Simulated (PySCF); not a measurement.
## Electron correlation in Ga(2+) (gallium, charge +2)

[Ar] 3d9 4s2, 2D determinant (an excited configuration). All numbers are calculated (PySCF 2.14, the non-relativistic Hamiltonian (point nucleus), in def2-QZVPPD (12s7p5d4f1g, 95 functions)). Frozen: [Ne]; 19 electrons correlated.

MP2 pair energies summed by pair of shells (mhartree):

| pair | energy | share (%) |
| --- | --- | --- |
| 3d-3d | -241.78 | 42.5 |
| 3p-3d | -138.19 | 24.3 |
| 3d-4s | -49.37 | 8.7 |
| 3p-3p | -46.31 | 8.1 |
| 3s-3d | -30.11 | 5.3 |
| 4s-4s | -29.91 | 5.3 |
| 3s-3p | -18.17 | 3.2 |
| 3p-4s | -10.01 | 1.8 |
| 3s-3s | -3.43 | 0.6 |
| 3s-4s | -1.17 | 0.2 |

Total MP2 correlation energy: -568.45 mhartree.

Same-spin part -184.55 and opposite-spin part -383.90 mhartree; SCS-MP2 scales them by 1/3 and 6/5 to -522.19 mhartree.

This basis was not built for core-valence correlation, so the inner-shell part is incomplete.
